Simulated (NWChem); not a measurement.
Program: NWChem. System: C$_{2}$H$_{2}$F, charge 0, spin multiplicity 2, displaced from the optimised geometry. The structure started from a generated list of species. Its SCF solution wasn't tested for a lower state.

Input file:

```
start mol
memory heap 200 mb stack 900 mb global 1100 mb
geometry units angstroms nocenter noautoz
  C      1.229473    -0.026968     0.000000
  C     -0.034555     0.430459     0.000000
  F     -1.187648    -0.220451     0.000000
  H      1.438773    -1.126129     0.000000
  H      2.080546     0.689244     0.000000
  symmetry group Cs
end
basis spherical
  * library def2-tzvp
end
dft
  xc slater vwn_5
  odft
  mult 2
  semidirect memsize 60000000 filesize 0
  iterations 100
  convergence nodiis damp 40
end
task dft gradient
```

The output up to the point where the run's verdict is printed (cleaned and shortened):

```
             Northwest Computational Chemistry Package (NWChem) 7.3.0
             --------------------------------------------------------

                                NWChem Input Module
                                -------------------

 Scaling coordinates for geometry "geometry" by  1.889725989
 (inverse scale =  0.529177249)

 Turning off AUTOSYM since
 SYMMETRY directive was detected!

                             Geometry "geometry" -> ""
                             -------------------------

 Output coordinates in angstroms (scale by  1.889725989 to convert to a.u.)

  No.       Tag          Charge          X              Y              Z
 ---- ---------------- ---------- -------------- -------------- --------------
    1 C                    6.0000     1.22947300    -0.02696800     0.00000000
    2 C                    6.0000    -0.03455500     0.43045900     0.00000000
    3 F                    9.0000    -1.18764800    -0.22045100     0.00000000
    4 H                    1.0000     1.43877300    -1.12612900     0.00000000
    5 H                    1.0000     2.08054600     0.68924400     0.00000000

 Effective nuclear repulsion energy (a.u.)      59.5934196728

            Nuclear Dipole moment (a.u.)
            ----------------------------
        X                 Y               Z
 ---------------- ---------------- ----------------
    -0.0000094486     0.0000037795     0.0000000000

      Symmetry information
      --------------------

 Group name             Cs
 Group number              2
 Group order               2
 No. of unique centers     5

      Symmetry unique atoms

     1    2    3    4    5


 Summary of "ao basis" -> "" (spherical)
 ------------------------------------------------------------------------------
       Tag                 Description            Shells   Functions and Types
 ---------------- ------------------------------  ------  ---------------------
 *                         def2-tzvp                  on all atoms

                                 NWChem DFT Module
                                 -----------------
[...]
 d= 0,ls=0.5         73   -126.3524649785  3.89D+00  6.28D-02              11.9
                                                     6.09D-02
 d= 0,ls=0.5         74   -130.2395487613 -3.89D+00  6.28D-02              12.1
                                                     6.09D-02
 d= 0,ls=0.5         75   -126.3524649785  3.89D+00  6.28D-02              12.2
                                                     6.09D-02
 d= 0,ls=0.5         76   -130.2395487613 -3.89D+00  6.28D-02              12.4
                                                     6.09D-02
 d= 0,ls=0.5         77   -126.3524649785  3.89D+00  6.28D-02              12.6
                                                     6.09D-02
 d= 0,ls=0.5         78   -130.2395487613 -3.89D+00  6.28D-02              12.8
                                                     6.09D-02
 d= 0,ls=0.5         79   -126.3524649785  3.89D+00  6.28D-02              13.0
                                                     6.09D-02
 d= 0,ls=0.5         80   -130.2395487613 -3.89D+00  6.28D-02              13.2
                                                     6.09D-02
 d= 0,ls=0.5         81   -126.3524649785  3.89D+00  6.28D-02              13.3
                                                     6.09D-02
 d= 0,ls=0.5         82   -130.2395487613 -3.89D+00  6.28D-02              13.5
                                                     6.09D-02
 d= 0,ls=0.5         83   -126.3524649785  3.89D+00  6.28D-02              13.7
                                                     6.09D-02
 d= 0,ls=0.5         84   -130.2395487613 -3.89D+00  6.28D-02              13.8
                                                     6.09D-02
 d= 0,ls=0.5         85   -126.3524649785  3.89D+00  6.28D-02              14.0
                                                     6.09D-02
 d= 0,ls=0.5         86   -130.2395487613 -3.89D+00  6.28D-02              14.1
                                                     6.09D-02
 d= 0,ls=0.5         87   -126.3524649785  3.89D+00  6.28D-02              14.3
                                                     6.09D-02
 d= 0,ls=0.5         88   -130.2395487613 -3.89D+00  6.28D-02              14.5
                                                     6.09D-02
 d= 0,ls=0.5         89   -126.3524649785  3.89D+00  6.28D-02              14.7
                                                     6.09D-02
 d= 0,ls=0.5         90   -130.2395487613 -3.89D+00  6.28D-02              14.8
                                                     6.09D-02
 d= 0,ls=0.5         91   -126.3524649785  3.89D+00  6.28D-02              15.0
                                                     6.09D-02
 d= 0,ls=0.5         92   -130.2395487613 -3.89D+00  6.28D-02              15.1
                                                     6.09D-02
 d= 0,ls=0.5         93   -126.3524649785  3.89D+00  6.28D-02              15.3
                                                     6.09D-02
 d= 0,ls=0.5         94   -130.2395487613 -3.89D+00  6.28D-02              15.4
                                                     6.09D-02
 d= 0,ls=0.5         95   -126.3524649785  3.89D+00  6.28D-02              15.6
                                                     6.09D-02
 d= 0,ls=0.5         96   -130.2395487613 -3.89D+00  6.28D-02              15.7
                                                     6.09D-02
 d= 0,ls=0.5         97   -126.3524649785  3.89D+00  6.28D-02              15.8
                                                     6.09D-02
 d= 0,ls=0.5         98   -130.2395487613 -3.89D+00  6.28D-02              15.9
                                                     6.09D-02
 d= 0,ls=0.5         99   -126.3524649785  3.89D+00  6.28D-02              16.1
                                                     6.09D-02
 d= 0,ls=0.5        100   -130.2395487613 -3.89D+00  6.28D-02              16.2
                                                     6.09D-02
```

Convergence was not reached. The next line reads: Calculation failed to converge. NWChem stopped with the message: dft gradient failed.
